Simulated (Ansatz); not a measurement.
Reaction (substitution at a C–C bond): `C=CC(C)C` + `[OH][In]([Cl])[Cl]` → `CC(C)[O][In]([Cl])[Cl]` + `C=C`

Gas-phase electronic energies from Ansatz, PBE0-D4/def2-TZVP geometries. CCSD(T)/CBS adds triple-zeta CCSD(T) − MP2 to the extrapolated MP2 energy (def2 sets, frozen cores). This one scheme is used for every species. Functionals use def2-TZVPP. def2 core potentials past Kr. For In outer-core shells are correlated without core-valence functions, which leaves a few kJ/mol of doubt a bond. One conformer a species, not always the lowest.

`C=CC(C)C`:

```xyz
15

C     0.162   -1.355   -1.581
C    -0.583   -0.420   -1.010
C    -0.148    0.570    0.028
C    -1.041    0.454    1.263
C     1.319    0.465    0.402
H    -0.256   -2.030   -2.319
H     1.211   -1.485   -1.341
H    -1.632   -0.347   -1.295
H    -0.320    1.568   -0.400
H    -2.098    0.553    1.002
H    -0.800    1.230    1.993
H    -0.905   -0.519    1.743
H     1.968    0.593   -0.467
H     1.541   -0.508    0.849
H     1.582    1.233    1.133
```

`[OH][In]([Cl])[Cl]`:

```xyz
5

O     1.480   -0.074    0.524
In   -0.358   -0.209   -0.145
Cl   -1.608    1.708   -0.439
Cl   -1.248   -2.264   -0.626
H     1.734    0.839    0.686
```

`CC(C)[O][In]([Cl])[Cl]`:

Z-matrix (Å, degrees):
```
C
C 1 1.516
H 1 1.096 2 110.6
H 1 1.093 2 111.2 3 -119.2
H 1 1.092 2 110.4 3 120.5
C 2 1.516 1 112.3 3 58.6
O 2 1.417 1 111.5 3 -67.3
H 2 1.099 1 108.5 3 178.5
H 6 1.092 2 110.4 1 -179.2
H 6 1.096 2 110.6 1 -58.7
H 6 1.093 2 111.2 1 60.5
In 7 1.960 2 122.9 1 63.1
Cl 12 2.312 7 125.6 2 0.2
Cl 12 2.298 7 116.7 2 -179.9
```

`C=C`:

```xyz
6

C    -0.338    0.330   -0.463
C     0.338   -0.330    0.463
H    -0.963    1.181   -0.212
H    -0.296    0.049   -1.509
H     0.964   -1.181    0.212
H     0.296   -0.049    1.509
```

```csv
level,ΔE (kJ/mol)
r2SCAN,38.1
PBE0,44.8
```

(1) What does CCSD(T)/CBS give? (An estimate is asked.)

Largest T1 diagnostic among the species: 0.014.

## Answers

(1) The calculation gave: +38.4 kJ/mol. The listed levels differ from it by -0.3, 6.4 kJ/mol.

The D4 term adds −4.4 kJ/mol with B3LYP and −2.8 kJ/mol with PBE0; it sums over pairs of atoms, weighted by their polarisabilities, and B3LYP, whose exchange is more repulsive, gets the larger term. From PBE to PBE0 (25 % exact exchange), in def2-TZVPP and without D4, ΔE moves by +3.8 kJ/mol.

B3LYP here is the variant with VWN-RPA as its local correlation; programs differ in this.
